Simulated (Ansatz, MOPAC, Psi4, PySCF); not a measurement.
Reaction (SMILES): FC(C)F [1,1-difluoroethane] -> C[C](F)F + H atom (the C-H bond breaks)

Property: bond dissociation energy (enthalpy at 298 K), in kcal/mol. Conventions: UHF or UKS for open shells; valence correlation only; 6-311+G** with 5d; LANL2DZ all-electron up to Ne; no dispersion term unless named; no spin-orbit coupling; PM7 with its own dispersion and hydrogen-bond terms; non-relativistic; six Cartesian d functions in 6-31G* and its kin unless marked 5d. CBS(X,Y): correlation extrapolated as X^-3; Hartree-Fock from the larger set (for Q and 5 zeta extrapolated as (X+1)exp(-9√X)). Ab initio and DFT rows: single points at B3LYP-D3(BJ) geometries (Ansatz, a quantum-chemistry and plane-wave program), with unscaled harmonic terms from B3LYP/6-31G* (Ansatz) at its own minima. Semi-empirical rows: MOPAC heats of formation at their own minima for 298 K.

Coupled cluster (Ansatz) is a level with limits of its own, used here on species with T1 under 0.025 (0.045 for open shells) and stable references: CCSD(T)/CBS(cc-pVQZ,cc-pV5Z).

Value to compare with, CCSD(T)/CBS(cc-pVQZ,cc-pV5Z) (Ansatz): 101.1 kcal/mol.

| level | program | bond dissociation energy (enthalpy at 298 K) (kcal/mol) | difference |
|---|---|---|---|
| PM3 | MOPAC | 75.3 | -25.8 |
| PM6 | MOPAC | 81.0 | -20.1 |
| PM7 | MOPAC | 79.0 | -22.1 |
| BP86/def2-SVP | PySCF | 95.9 | -5.2 |
| BP86/6-31G* (5d) | PySCF | 97.0 | -4.1 |
| B3LYP/3-21G | Ansatz | 97.1 | -4.0 |
| B3LYP/LANL2DZ | Ansatz | 100.6 | -0.5 |
| B3LYP/6-31G | Ansatz | 98.8 | -2.3 |
| B3LYP/6-31G* | Ansatz | 97.3 | -3.8 |
| B3LYP/def2-SVP | Ansatz | 96.1 | -5.0 |
| PBE0/6-311+G** | Ansatz | 96.0 | -5.1 |
| wB97X-D/6-31G* | Psi4 | 98.1 | -3.0 |
| B3PW91/6-31G* (5d) | PySCF | 95.8 | -5.3 |
| PBE/def2-TZVPD | Ansatz | 94.2 | -6.9 |
| B3LYP/def2-TZVPD | Ansatz | 97.1 | -4.0 |
| B2PLYP-D3(BJ)/def2-TZVPD | Ansatz + dftd3 | 97.7 | -3.4 |

Among the 13 habitual levels, PM3 lies farthest from CCSD(T)/CBS(cc-pVQZ,cc-pV5Z) (Ansatz) (-25.8 kcal/mol) and B3LYP/LANL2DZ nearest (-0.5); 0 of 13 lie above it, and their mean absolute difference is 8.2 kcal/mol, the median 5.0. One case shows no general order.

The levels are drawn from those run, B3LYP/6-31G* more often than the rest, none by its result; left out are runs that failed, that the program found above a lower state of the same kind, or whose <S^2> lies over 0.5 above the pure value.
